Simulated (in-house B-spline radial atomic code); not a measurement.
A calculation on the tin ion Sn²⁺: its settings, and results tabulated from the run. Computed with an all-electron radial atomic-structure program (B-spline basis): scalar-relativistic (X2C) wB97X, spin-polarised, spherical fractional occupations, Fermi nucleus of rms radius 4.6519 fm.

Command:
```bash
python run_scf.py task.json out
```
Settings (nuclear radius in fm, mass in u):
```
Z                50
configuration    [Kr] 4d10 5s2
hamiltonian      x2c
method           wb97x
spin_polarised   True
nucleus          fermi
rms_radius       4.6519
atomic_mass      119.9022
speed_of_light   137.035999084
```

Output (hartree, bohr):
```
 radial grid: 79 intervals, B-splines of order 8, outer radius 53.7037 bohr

 iter        energy (Eh)    residual
    1       -6169.394620    4.74e-01
    2       -6172.224558    3.49e-01
    3       -6175.887988    5.43e-02
    4       -6175.983878    2.05e-02
    5       -6175.988484    4.88e-03
    6       -6175.988961    2.35e-03
    7       -6175.989129    5.48e-04
    8       -6175.989132    1.29e-04
    9       -6175.989132    9.36e-06
   10       -6175.989132    7.91e-07
   11       -6175.989132    6.61e-07
   12       -6175.989132    6.55e-07
   13       -6175.989132    5.34e-07
   14       -6175.989132    4.78e-07

 total energy                     -6175.98913
 kinetic                            6503.9958
 electron-nucleus                 -14963.5850
 Hartree                            2450.0351
 exact exchange                      -32.4742
 exchange-correlation               -133.9608

 orbital      occ     eigenvalue          <r>       <r^2>       <1/r>       r_max
 1s up      1.000     -1067.3483    0.0284718  0.00110761     55.5048     0.01808
 1s down    1.000     -1067.3483    0.0284718  0.00110761     55.5048     0.01808
 2s up      1.000      -162.3685     0.124976   0.0184804     12.5873       0.106
 2s down    1.000      -162.3685     0.124976   0.0184804     12.5873       0.106
 2p up      3.000      -145.8759     0.109324   0.0146076     11.7008     0.08466
 2p down    3.000      -145.8759     0.109324   0.0146076     11.7008     0.08466
 3s up      1.000       -32.2087     0.338781    0.131359     4.40824      0.3076
 3s down    1.000       -32.2087     0.338781    0.131359     4.40824      0.3076
 3p up      3.000       -26.7864     0.337173    0.132016     4.11927       0.301
 3p down    3.000       -26.7864     0.337173    0.132016     4.11927       0.301
 3d up      5.000       -18.4078     0.314389      0.1173      3.8674      0.2511
 3d down    5.000       -18.4078     0.314389      0.1173      3.8674      0.2511
 4s up      1.000        -5.8564     0.819402    0.759642     1.71157      0.7463
 4s down    1.000        -5.8564     0.819402    0.759642     1.71157      0.7463
 4p up      3.000        -4.2014     0.886957    0.899147     1.53814      0.7896
 4p down    3.000        -4.2014     0.886957    0.899147     1.53814      0.7896
 4d up      5.000        -1.7770      1.08882     1.40343     1.22318      0.8875
 4d down    5.000        -1.7770      1.08882     1.40343     1.22318      0.8875
 5s up      1.000        -1.0823      2.22473     5.56502    0.579349       1.958
 5s down    1.000        -1.0823      2.22473     5.56502    0.579349       1.958
```

Run time, properties included: 3.8 s on 1 thread of Arm Neoverse V1 (shared host).

One-electron X2C: radii and densities carry no picture-change correction, so inner-shell <1/r> comes out high (for 1s by about 2 % at Z = 33, 5 % at 54, 10 % at 75, 30 % at 118) and <r> low.
